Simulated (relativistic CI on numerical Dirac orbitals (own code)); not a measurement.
# Sn IV: calculation against measurement

Computed by Dirac-Coulomb-Breit CI, separate exchange-only KLI orbitals for each configuration, QED by a radiative potential, valence Slater integrals scaled by 0.85, P86 correlation estimate, and configurations built on the next ion tied to the tabulated ionisation energy (semi-empirical) (own radial code, finite nucleus).

Configurations in the expansion (outside the closed core [Kr]): 4d10 5s, 4d10 5p, 4d10 5d, 4d10 6s, 4d10 4f, 4d10 5f, 4d10 5g, 4d9 5s2, 4d10 6p, 4d10 6d, 4d10 7s, 4d9 5s 4f, 4d10 7p, 4d8 5s 5p2, 4d9 5s 5p, 4d9 5p2, 4d10 7d, 4d10 6f, 4d9 5p 5d, 4d8 5s2 5p, 4d8 5s 5d2, 4d9 5s 6p, 4d9 5s 5d, 4d9 4f 5p. Levels of other configurations are missing.

```csv
Configuration,Term (tabulated),J,Measured (cm⁻¹),Computed,Error,Purity (%)
4d10 5s,2S,1/2,0.0,0,0,99
4d10 5p,2P°,1/2,69563.9,74822,5258,99
4d10 5p,2P°,3/2,76072.3,80818,4746,99
4d10 5d,2D †,3/2,165304.7,167004,1699,99
4d10 5d,2D †,5/2,165410.8,167540,2129,96
4d9 5s2,2D,5/2,169233.6,174939,5705,94
4d10 6s,2S,1/2,174138.8,175699,1560,100
4d10 6p,2P°,1/2,197850.9,199164,1313,100
4d10 6p,2P°,3/2,200030.8,201195,1164,100
4d10 4f,2F°,7/2,210257.7,213550,3293,100
4d10 4f,2F°,5/2,210318.2,213650,3332,99
4d10 6d,2D,3/2,234795.7,235714,918,100
4d10 6d,2D,5/2,235127.7,236019,891,100
4d10 7s,2S,1/2,237615.7,238366,750,100
4d10 5g,2G,9/2,258282.3,258297,15,100
4d10 5g,2G,7/2,258282.7,258298,15,100
```

Measured levels from Moore, Atomic Energy Levels, vol. III, NSRDS-NBS 35 (1971 reprint of NBS Circular 467, 1958); pairs were made by configuration, J and term (by order where the table uses no LS term), so strongly mixed levels may be paired wrongly. The analysis dates from before 1960.

Mean error by configuration (cm⁻¹): 4d10 5p 5002; 4d9 5s2 5705; 4d10 6s 1560; 4d10 6p 1238; 4d10 4f 3312; 4d10 6d 904; 4d10 7s 750; 4d10 5g 15. Over the excited levels the mean absolute error is 2228 cm⁻¹ (15 of the 15 excited levels that our extract of the source holds in range could be paired), and the median relative error of those above 1,000 cm⁻¹ is 0.66 %. † marks terms whose computed intervals miss the measured ones by more than a factor of 2.5, or configurations far off the rest, from wrong mixing, a near crossing or a doubtful label or measurement; they are left out of the means.
